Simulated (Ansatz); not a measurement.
C$_{2}$H$_{9}$AlOSi, charge -1, doublet, at a GFN2-xTB geometry (such geometries of metal compounds can be far from the true shape) (a state made from the parent by changing its charge; the spin is typed, not shown lowest) (a gas-phase anion, which may not be bound at this level). Base run: HF/6-31G** in Ansatz (a first-principles code).

Here is a job for Ansatz.
Ansatz 0.2 input:
```yaml
crystal:
  periodic: [false, false, false]
  atoms:
    - {symbol: Al, position_ang: [-0.34881118, 1.10957421, 0.02588643]}
    - {symbol: C, position_ang: [1.57507863, 1.93532482, 0.01894674]}
    - {symbol: H, position_ang: [2.31333395, 1.44510279, 0.66935395]}
    - {symbol: H, position_ang: [1.54088226, 2.98474538, 0.34283830]}
    - {symbol: H, position_ang: [2.02336401, 1.94741159, -0.98453090]}
    - {symbol: C, position_ang: [-0.91295206, 1.10326809, 2.04201371]}
    - {symbol: H, position_ang: [-1.89113415, 0.62875202, 2.20329754]}
    - {symbol: H, position_ang: [-1.01592447, 2.13232368, 2.41326227]}
    - {symbol: H, position_ang: [-0.22115536, 0.60292991, 2.73447405]}
    - {symbol: O, position_ang: [-0.22542362, -0.59625247, -0.52258112]}
    - {symbol: Si, position_ang: [-0.03155260, -2.12172623, -0.90871916]}
    - {symbol: H, position_ang: [-0.90794084, -3.00433504, -0.11069328]}
    - {symbol: H, position_ang: [1.35467161, -2.59695235, -0.73488805]}
    - {symbol: H, position_ang: [-0.38918583, -2.32181328, -2.33268279]}
basis:
  gaussian:
    orbitals: 6-31G__.json
hamiltonian:
  xc: hf
total_charge: -1
magnetization: {spin_polarized: true, initial_magnetization: 1}
```
The basis file holds 6-31G** in the JSON format of the Basis Set Exchange.

The base run was repeated with changes; each row names its change, and settings that it needs were set with it.

```csv
change,basis functions,E (Eh),core-seconds (rough)
base,128,-686.75223,4
basis = pcseg-0,71,-685.64203,2
basis = 3-21G,71,-683.06379,1
basis = pc-1,?,?,5
basis = cc-pV(D+d)Z,133,-686.79465,6
basis = 6-311G**,?,?,7
basis = aug-pcseg-1,204,-686.71242,20
basis = aug-cc-pVDZ,204,?,30
"basis = 6-311+G(2d,p)",205,-686.85387,10
basis = pc-2,284,-686.87103,20
basis = pcseg-2,284,-686.86491,10
basis = cc-pVTZ,284,?,20
basis = cc-pV(T+d)Z,294,-686.88083,20
```

### Question
Complete the blanks.

### Answer

- basis = pc-1, basis functions: 123
- basis = pc-1, E (Eh): -686.72333
- basis = 6-311G**, basis functions: 162
- basis = 6-311G**, E (Eh): -686.83392
- basis = aug-cc-pVDZ, E (Eh): -686.79194
- basis = cc-pVTZ, E (Eh): -686.87288

Totals compare only among sets that treat the same electrons; sets with core potentials leave the core out.

A gas-phase anion may not be bound at this level; its values then depend on the basis.
